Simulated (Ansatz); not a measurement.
Abridged output of a molecular run in Ansatz:

```
Functional definition: HF
1759 factors; integrals over basis functions are off by at most 9.1e-4 eV
mean field evaluation 1: about -12233.6123 eV, gradient 4.1e1 eV
mean field evaluation 2: about -12233.8454 eV, gradient 4.1e1 eV
mean field evaluation 4: about -12238.2984 eV, gradient 5.3e0 eV
mean field evaluation 8: about -12238.3855 eV, gradient 2.4e-1 eV
mean field -12238.38572108 eV, -449.7523797739 hartree, gradient 4.8e-6 eV, S^2 0.000000; 0 other end points of the search recorded, 0 dependent functions left out
9 core orbitals not correlated: weight in the atoms' cores, before any rotation towards them, 1.000 or more for the frozen orbitals, at most 0.000 for the correlated occupied ones
reference -12238.38572108 eV, -449.7523797739 hartree; 15, 15 occupied and 282, 282 virtual orbitals, 1759 factors
second order -21.69446922 eV of doubles, -0.00000000 eV of singles
cycle   1  -22.66260018 eV  change   -9.7e-1 eV  update   1.0e-1
cycle   2  -23.26633885 eV  change   -6.0e-1 eV  update   2.9e-2
cycle   3  -23.36712240 eV  change   -1.0e-1 eV  update   1.4e-2
cycle   4  -23.35743242 eV  change    9.7e-3 eV  update   4.0e-3
cycle   5  -23.35744007 eV  change   -7.6e-6 eV  update   2.0e-3
cycle   6  -23.35747065 eV  change   -3.1e-5 eV  update   6.1e-4
cycle   7  -23.35733224 eV  change    1.4e-4 eV  update   2.0e-4
cycle   8  -23.35738699 eV  change   -5.5e-5 eV  update   6.1e-5
cycle   9  -23.35739625 eV  change   -9.3e-6 eV  update   1.8e-5
perturbative correction -0.89084232 eV, -0.0327378515 hartree
Total energy: -12262.63395965 eV, -450.6434861052 hartree
```

Its atoms:

```xyz
15

C     0.1686   -1.0672    1.9679
B     0.5728    0.0367    0.9302
N     0.0073    0.2215   -0.3447
C    -1.0587   -0.6054   -0.8958
Si    0.5497    1.5026   -1.4013
H     1.0568   -1.6443    2.2482
H    -0.6074   -1.7725    1.6655
H    -0.1621   -0.5837    2.8944
H     1.4437    0.8101    1.2328
H    -1.9545   -0.0094   -1.0994
H    -0.7484   -1.0709   -1.8372
H    -1.3323   -1.3987   -0.2027
H     1.6312    2.2702   -0.7472
H     1.0301    0.9156   -2.6831
H    -0.5968    2.3955   -1.7277
```

(1) Which basis set was used?
A. def2-SVP
B. cc-pV(D+d)Z
C. def2-SVPD
D. def2-TZVPP

(2) Write the keys of the input that set method, charge and spin (a neutral closed shell needs none for the last two).

## Answers

(1) D. It gives 306 functions.

(2) 
```yaml
correlation: {method: ccsd_t}
```
